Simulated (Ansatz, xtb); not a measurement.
**Relative energy of two structures of C3H8In+**

We compare I, a singlet given by its coordinates, with II, a singlet given by its coordinates. Both are isolated ions in the gas phase, relaxed with PBE0-D3(BJ)/def2-SVP.

I (Å):

```xyz
12

C    -0.5986   -0.0749   -0.9345
C    -0.0411   -1.4738   -0.7324
C     0.5869   -1.6820    0.6398
In    1.9052   -0.0617    1.0881
H    -1.3453    0.1889   -0.1687
H     0.2061    0.6952   -0.9048
H    -1.0770    0.0431   -1.9170
H     0.6854   -1.7148   -1.5246
H    -0.8520   -2.2151   -0.8377
H     1.1633   -2.6155    0.7382
H    -0.1555   -1.6544    1.4561
H     2.9474    1.2233    1.4419
```

Close contacts (Å): C1–C2 1.52, C2–C3 1.52, C3–In4 2.14, C1–H5 1.10, C1–H6 1.11, C1–H7 1.10, C2–H8 1.10, C2–H9 1.10, C3–H10 1.10, C3–H11 1.10, In4–H12 1.69.

II (Å):

```csv
atom,x (Å),y (Å),z (Å)
C,1.3767,0.2153,-1.9699
C,0.7190,-1.1481,-1.7993
C,-2.0153,-1.3815,1.4447
In,-0.6564,-1.2693,-0.1692
H,0.6523,1.0155,-2.1800
H,1.9780,0.5115,-1.0982
H,2.0623,0.1706,-2.8310
H,1.4506,-1.9502,-1.6063
H,0.1309,-1.4483,-2.6824
H,-3.0368,-1.4594,1.0444
H,-1.7772,-2.2699,2.0479
H,-1.9180,-0.4728,2.0568
```

Close contacts (Å): C1–C2 1.52, C2–In4 2.14, C3–In4 2.11, C1–H5 1.10, C1–H6 1.10, C1–H7 1.10, C2–H8 1.10, C2–H9 1.10, C3–H10 1.10, C3–H11 1.10, C3–H12 1.10.

Problem. Estimate E(II) − E(I) at the level CCSD(T)/def2-SVP + ΔMP2/def2-TZVPP.

Solution. Calculated at CCSD(T)/def2-SVP + ΔMP2/def2-TZVPP: E(II) − E(I) = −11.9 kcal/mol, so structure II lies lower.

The same difference at several levels:

```
                             level              geometry  E(II) − E(I) (kcal/mol)  departure from the last row (kcal/mol)  job, with rough time for the two
              PBE0-D3(BJ)/def2-SVP  PBE0-D3(BJ)/def2-SVP                      −8.9                                    +3.0                optimisation, 49 s
                       HF/def2-SVP  PBE0-D3(BJ)/def2-SVP                      −8.8                                    +3.2           part of the CCSD(T) run
                      MP2/def2-SVP  PBE0-D3(BJ)/def2-SVP                      −9.2                                    +2.7           part of the CCSD(T) run
                  CCSD(T)/def2-SVP  PBE0-D3(BJ)/def2-SVP                      −8.4                                    +3.6                      single point
CCSD(T)/def2-SVP + ΔMP2/def2-TZVPP  PBE0-D3(BJ)/def2-SVP                     −11.9                                                        single point, 41 s
```

The levels shown agree on the order. The largest departure from CCSD(T)/def2-SVP + ΔMP2/def2-TZVPP is that of CCSD(T)/def2-SVP, 3.6 kcal/mol. Levels run at GFN2-xTB geometries aren't shown. The last row adds to CCSD(T) the change of the MP2 difference between the two basis sets, here −3.6 kcal/mol, a large step that makes the value less sure.

With harmonic frequencies from PBE0-D3(BJ)/def2-SVP (ideal gas, rigid rotor, one conformer each, 298.15 K, 1 atm): on the last row, ΔE + ΔZPE = −11.1 kcal/mol. A mode under 50 cm⁻¹ makes harmonic enthalpies and free energies unreliable, so none is given.

The correlated steps freeze 7 core orbitals; the filled d shell of In is correlated, in a basis made for valence electrons. Atoms past krypton carry core potentials in the def2 sets and no spin–orbit term is included. Programs: Ansatz 0.2.0; the last row on 2 threads of Arm Neoverse V1 on a shared host.
